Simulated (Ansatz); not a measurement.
Relaxation of BF₂HO (5 atoms, charge 0, multiplicity 1), to a largest force component of 0.02 eV/Å in at most 40 steps.

All numbers below come from RKS PBE0-D4/def2-SVP (Ansatz).

```xyz
5
Properties=species:S:1:pos:R:3:forces:R:3
B 0.000 0.000 0.000 -1.87 -0.08 -1.12
F 0.000 0.000 1.320 0.29 -0.07 -0.07
F 1.143 0.000 -0.660 -0.16 0.20 0.32
O -1.221 0.000 -0.705 0.90 -2.02 1.12
H -1.731 -0.847 -0.496 0.84 1.97 -0.25
```

Q: Where does it end, and by what steps?

A: It converged. After 6 steps the energy has fallen by 0.442 eV; H5 moved furthest, 0.39 Å.

```
step  energy less start (eV)  largest force component (eV/Å)  accepted
   0                  0.0000                           2.016       yes
   1                 -0.1529                           1.825       yes
   2                 -0.2890                           1.408       yes
   3                 -0.4333                           0.680       yes
   4                 -0.4414                           0.223       yes
   5                 -0.4421                           0.053       yes
   6                 -0.4422                           0.004       yes
```

```xyz
5
Properties=species:S:1:pos:R:3
B 0.006 -0.080 -0.057
F -0.048 -0.124 1.269
F 1.158 0.215 -0.625
O -1.069 -0.326 -0.822
H -1.856 -0.531 -0.307
```

Time of the run: 10 s on 1 thread of AMD EPYC 7R43 64-Core Processor (Zen 3), on a shared host, peak memory 0.13 GiB.
